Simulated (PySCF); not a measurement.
## Löwdin shares of the frontier orbitals

Compound: CH₁₀GeOSi₂.
Geometry (PBE0-D3(BJ)/def2-SVP, Å), atoms numbered from 1 in this order:
```
atom  x, y, z in Å
Si1   -1.9396   -0.8778    0.0362
C2    -0.3045    0.0696    0.2301
Si3   -0.3870    1.8969   -0.2869
O4     0.6454   -0.5948   -0.6059
Ge5    2.2673   -0.9955    0.0374
H6    -3.0012   -0.2620    0.8940
H7    -2.3783   -0.8337   -1.3895
H8    -1.7365   -2.2996    0.4474
H9    -0.0346    0.0288    1.3071
H10   -1.2983    2.6606    0.6221
H11    0.9844    2.4889   -0.2179
H12   -0.8911    2.0028   -1.6879
H13    2.9552   -1.7638   -1.0948
H14    3.0085    0.3099    0.3881
H15    2.0767   -1.8536    1.3044
```

Level of theory: TDDFT CAM-B3LYP/def2-SVPD, vertical, gas phase, core orbitals frozen in the response in PySCF. Relativistic effects, spin–orbit coupling among them, are left out although an element past zinc is present.

Frontier orbitals with the atoms that hold most of them (Löwdin shares over 4%, at most four atoms; ? is withheld):

```csv
orbital,ε (eV),atoms
HOMO-3,-10.94,"Si1 17%, H7 15%, Ge5 12%, O4 10%"
HOMO-2,-10.76,"Si1 24%, H8 21%, Si3 14%, H11 11%"
HOMO-1,-9.90,?
HOMO,?,?
LUMO,0.61,"Ge5 33%, O4 11%, H15 10%, H14 9%"
LUMO+1,0.77,"Ge5 42%, H13 10%, H14 9%, H15 9%"
LUMO+2,1.43,"Si1 25%, Si3 20%, H8 9%, H11 8%"
```

Problem. Give the leading atoms of the HOMO.

Solution. O4 (bonded to C and Ge) 41%; C2 (bonded to O, 2 Si and H) 22%; Si3 (bonded to C and 3 H) 11%; Si1 (bonded to C and 3 H) 9%. By element: oxygen 41%, carbon 22%, silicon 20%.

Problem. Give the leading atoms of the HOMO-1.

Solution. O4 (bonded to C and Ge) 35%; C2 (bonded to O, 2 Si and H) 22%; H9 (bonded to C) 10%; Si1 (bonded to C and 3 H) 8%.

Problem. What is the HOMO energy, and the HOMO–LUMO gap?

Solution. ε(HOMO) = -8.57 eV; the gap is 9.19 eV (0.3376 hartree).

Problem. The HOMO–LUMO gap is 9.19 eV. Where does the response calculation put the lowest singlet, and from which orbitals?

Solution. S1 is at 5.88 eV (f = 0.0006), 3.31 eV below the gap, made of HOMO→LUMO (90%). Without the coupling terms of the response equations the lowest excitation would equal the gap.

Problem. One configuration dominates each of S1 and S2. Which, and how do the shares of the two leading atoms of either orbital change from the occupied to the empty one?

Solution. 
- S1 (5.88 eV, f 0.0006), HOMO→LUMO (90%): O4 41% → 11%, C2 22% → at most 10%, Ge5 at most 9% → 33%
- S2 (6.60 eV, f 0.022), HOMO→LUMO+1 (83%): O4 41% → at most 9%, C2 22% → at most 9%, Ge5 at most 9% → 42%, H13 at most 9% → 10%

Hardware: Arm Neoverse N1, one thread, no GPU, shared host with 64 logical CPUs at a one-minute load of 58. Cost: 2.6 min of wall time, 1.2 GiB resident at most.

One conformer stands for the species.

Without π bonds the low states are Rydberg-like; a valence basis with one diffuse set may place them up to an eV too high.
